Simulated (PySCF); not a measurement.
AlI2, charge +1, singlet, at a GFN2-xTB geometry (such geometries of metal compounds can be far from the true shape) (core potentials on I), with bond 3-1 at 1.3 times its length. Base run: HF/def2-SVP (PySCF).

Input for PySCF:
```python
from pyscf import gto, scf

mol = gto.Mole()
mol.atom = '''
    Al    0.00000000    0.00000000    0.00000000
    I    -0.00000000   -0.00000000   -2.47377043
    I     0.00000000    0.00000000    3.21590156
'''
mol.basis = 'def2-svp'
mol.ecp = {'I': 'def2-svp'}
mol.charge = 1
mol.verbose = 4
mol.build()

mf = scf.RHF(mol)
mf.kernel()
mf.analyze()
```

Each row names what was changed in the base input (with any setting that the change needs).

| change | ΔE vs base (mEh) | SCF cycles | outcome |
|---|---|---|---|
| base | 0.000 | 13 | converged |
| conv_tol_grad = 1e-3 | 0.000 | 13 | converged |
| init_guess = sap | 0.000 | 20 | converged |
| level_shift = 1.0 (with mf.max_cycle = 100) | 0.000 | 37 | converged |
| conv_tol = 1e-7 | 0.000 | 11 | converged |
| solver = newton; init_guess = 1e | 178.9 | - | another SCF solution |
| conv_tol = 1e-12 | 0.000 | 16 | converged |
| diis = off; damp = 0.3 (with mf.diis_start_cycle = 200; with mf.max_cycle = 150) | 0.000 | 21 | converged |
| diis_space = 2 | 0.000 | 20 | converged |
| DIIS = ADIIS | 0.000 | 20 | converged |
| conv_tol = 1e-4 | 0.000 | 9 | converged |
| conv_tol = 1e-6 | 0.000 | 10 | converged |
| damp = 0.5; diis_start_cycle = 5 | 0.000 | 13 | converged |

A guess, shift, damping, solver or small numerical setting can't move a converged solution much, so rows marked as another SCF solution ended in a different state.
